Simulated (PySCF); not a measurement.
C$_{2}$H$_{6}$BBrO (SMILES CCOBBr), singlet, geometry from GFN2-xTB; DF-PBE/def2-TZVP run with PySCF.

Input for PySCF:
```python
from pyscf import gto, scf, dft

mol = gto.Mole()
mol.atom = '''
    B    -0.55449890   -0.38281068    0.22747095
    H    -1.30882373   -1.25340120    0.48346768
    Br    0.83249775    0.02166093    1.42634587
    O    -0.60238369    0.36307993   -0.85673392
    C    -1.52248401    0.24455183   -1.92043983
    C    -0.81658726   -0.26704111   -3.16878891
    H    -2.33933758   -0.43072894   -1.63609243
    H    -1.93042348    1.24546582   -2.09645773
    H    -0.42105368   -1.26562981   -2.99580215
    H    -1.51860943   -0.30297977   -3.99678491
    H     0.00681856    0.39349079   -3.42854654
'''
mol.basis = 'def2-tzvp'
mol.verbose = 4
mol.max_memory = 1800
mol.build()

mf = dft.RKS(mol)
mf.xc = 'pbe'
mf = mf.density_fit(auxbasis='def2-universal-jkfit')
mf.kernel()
```

The log (banner, timings and long lists left out):

```
PySCF version 2.14.0

[INPUT] verbose = 4
[INPUT] num. atoms = 11
[INPUT] num. electrons = 66
[INPUT] charge = 0
[INPUT] spin (= nelec alpha-beta = 2S) = 0
[INPUT] symmetry False subgroup None
[INPUT] Mole.unit = angstrom
[INPUT] Symbol           X                Y                Z      unit          X                Y                Z       unit  Magmom
[INPUT]  1 B     -0.554498900000  -0.382810680000   0.227470950000 AA   -1.047851057373  -0.723407342759   0.429857796795 Bohr   0.0
[INPUT]  2 H     -1.308823730000  -1.253401200000   0.483467680000 AA   -2.473318395032  -2.368584992201   0.913621505279 Bohr   0.0
[INPUT]  3 Br     0.832497750000   0.021660930000   1.426345870000 AA    1.573192746817   0.040933225303   2.695403053204 Bohr   0.0
[INPUT]  4 O     -0.602383690000   0.363079930000  -0.856733920000 AA   -1.138340196005   0.686121629026  -1.618992470425 Bohr   0.0
[INPUT]  5 C     -1.522484010000   0.244551830000  -1.920439830000 AA   -2.877077807930   0.462135981961  -3.629105317406 Bohr   0.0
[INPUT]  6 C     -0.816587260000  -0.267041110000  -3.168788910000 AA   -1.543126278209  -0.504634561900  -5.988143186459 Bohr   0.0
[INPUT]  7 H     -2.339337580000  -0.430728940000  -1.636092430000 AA   -4.420707339103  -0.813959730524  -3.091766607174 Bohr   0.0
[INPUT]  8 H     -1.930423480000   1.245465820000  -2.096457730000 AA   -3.647971681630   2.353589297307  -3.961730941427 Bohr   0.0
[INPUT]  9 H     -0.421053680000  -1.265629810000  -2.995802150000 AA   -0.795676138940  -2.391693715985  -5.661245586883 Bohr   0.0
[INPUT] 10 H     -1.518609430000  -0.302979770000  -3.996784910000 AA   -2.869755912882  -0.572548786584  -7.552828858694 Bohr   0.0
[INPUT] 11 H      0.006818560000   0.393490790000  -3.428546540000 AA    0.012885210964   0.743589825639  -6.479013965925 Bohr   0.0

nuclear repulsion = 291.563507403937
number of shells = 84
number of NR pGTOs = 335
number of NR cGTOs = 208
basis = def2-tzvp
ecp = {}

******** <class 'pyscf.df.df_jk.DFRKS'> ********
method = DFRKS
initial guess = minao
damping factor = 0
level_shift factor = 0
DIIS = <class 'pyscf.scf.diis.CDIIS'>
diis_start_cycle = 1
diis_space = 8
diis_damp = 0
SCF conv_tol = 1e-09
SCF conv_tol_grad = None
SCF max_cycles = 50
direct_scf = False
XC library pyscf.dft.libxc version 7.1.2
    S. Lehtola, C. Steigemann, M. J. T. Oliveira, and M. A. L. Marques,  SoftwareX 7, 1–5 (2018)
XC functionals = pbe
    J. P. Perdew, K. Burke, and M. Ernzerhof,  Phys. Rev. Lett. 77, 3865 (1996)
    J. P. Perdew, K. Burke, and M. Ernzerhof,  Phys. Rev. Lett. 78, 1396 (1997)
    J. P. Perdew, K. Burke, and M. Ernzerhof,  Phys. Rev. Lett. 77, 3865 (1996)
    J. P. Perdew, K. Burke, and M. Ernzerhof,  Phys. Rev. Lett. 78, 1396 (1997)
radial grids:
    Treutler-Ahlrichs [JCP 102, 346 (1995); DOI:10.1063/1.469408] (M4) radial grids

becke partition: Becke, JCP 88, 2547 (1988); DOI:10.1063/1.454033
pruning grids: <function nwchem_prune>
grids dens level: 3
symmetrized grids: False
atomic radii adjust function: <function treutler_atomic_radii_adjust>
small_rho_cutoff = 0
Set gradient conv threshold to 3.16228e-05
Initial guess from minao.
tot grids = 135640
init E= -2752.85000916692
  HOMO = -0.299795690357393  LUMO = -0.0996165663902957  gap/eV = 5.44715
cycle= 1 E= -2753.46114613919  delta_E= -0.611  |g|= 0.811  |ddm|= 2.49
  HOMO = -0.131615430704949  LUMO = 0.0176574321867437  gap/eV = 4.06192
cycle= 2 E= -2752.96536934235  delta_E= 0.496  |g|= 1.73  |ddm|= 1.91
  HOMO = -0.231978631430882  LUMO = -0.039605719418411  gap/eV = 5.23473
cycle= 3 E= -2753.55100036908  delta_E= -0.586  |g|= 0.319  |ddm|=  1.6
  HOMO = -0.248100536312956  LUMO = -0.0483175549880244  gap/eV = 5.43637
cycle= 4 E= -2753.57003252496  delta_E= -0.019  |g|= 0.0851  |ddm|= 0.22
  HOMO = -0.252015057090558  LUMO = -0.0475672162859055  gap/eV = 5.56331
cycle= 5 E= -2753.57156507201  delta_E= -0.00153  |g|= 0.0296  |ddm|= 0.0749
  HOMO = -0.24936702126555  LUMO = -0.0471578362071341  gap/eV = 5.50239
cycle= 6 E= -2753.57178195876  delta_E= -0.000217  |g|= 0.00488  |ddm|= 0.0249
  HOMO = -0.249893307137898  LUMO = -0.0471315131616592  gap/eV = 5.51743
cycle= 7 E= -2753.5717862361  delta_E= -4.28e-06  |g|= 0.00225  |ddm|= 0.00521
  HOMO = -0.249733313842955  LUMO = -0.0472215964289546  gap/eV = 5.51062
cycle= 8 E= -2753.57178743934  delta_E= -1.2e-06  |g|= 0.00043  |ddm|= 0.00197
  HOMO = -0.249721416711375  LUMO = -0.0471790974968371  gap/eV = 5.51146
cycle= 9 E= -2753.57178748449  delta_E= -4.51e-08  |g|= 0.00013  |ddm|= 0.000432
  HOMO = -0.249728809375772  LUMO = -0.0471967354974439  gap/eV = 5.51118
cycle= 10 E= -2753.57178748885  delta_E= -4.35e-09  |g|= 4.59e-05  |ddm|= 0.000135
  HOMO = -0.249730258246765  LUMO = -0.047195121843437  gap/eV = 5.51126
cycle= 11 E= -2753.57178748932  delta_E= -4.74e-10  |g|= 1.74e-05  |ddm|= 4.08e-05
  HOMO = -0.249727410173143  LUMO = -0.0471936411304412  gap/eV = 5.51122
Extra cycle  E= -2753.57178748925  delta_E= 6.73e-11  |g|= 2.51e-05  |ddm|= 3.15e-05
converged SCF energy = -2753.57178748925
```
